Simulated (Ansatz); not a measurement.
C2H5AsO2 (`CC(=O)O[AsH2]`), relaxed with RKS PBE-D4/def2-SVP in the Gaussian-basis code of Ansatz from a rough embedded geometry. The force threshold is 0.03 eV/Å; the program also tests the step.

The species carries charge 0 and has multiplicity 1.

Start:

```xyz
10

C    -0.032    1.365   -1.186
C    -0.157    0.561    0.109
O    -0.068    1.159    1.227
O    -0.229   -0.849    0.070
As   -0.360   -1.860    1.612
H    -0.592    0.769   -1.966
H     1.000    1.503   -1.431
H    -0.561    2.301   -1.011
H    -0.173   -3.228    0.752
H     1.174   -1.723    1.825
```

**Question.** How much energy does the relaxation release, and in how many steps? (Best estimate.)

**Answer.** Ansatz gave: 0.57 eV, in 19 steps, 3 of them rejected.

**Question.** Which bonds change most? (Estimate.)

**Answer.** The calculation gave: As5–H9 from 1.627 to 1.549 Å; C2–O4 from 1.412 to 1.343 Å; O4–As5 from 1.849 to 1.903 Å; C2–O3 from 1.272 to 1.224 Å.

**Question.** Give the relaxed structure. (An estimate is asked.)

**Answer.** The calculation gave: 
```xyz
10

C    -0.075    1.314   -1.138
C    -0.172    0.486    0.122
O    -0.237    0.937    1.259
O    -0.162   -0.833   -0.127
As   -0.377   -1.805    1.494
H    -0.837    0.989   -1.873
H     0.918    1.157   -1.608
H    -0.203    2.383   -0.892
H     0.092   -3.074    0.739
H     1.053   -1.555    2.024
```
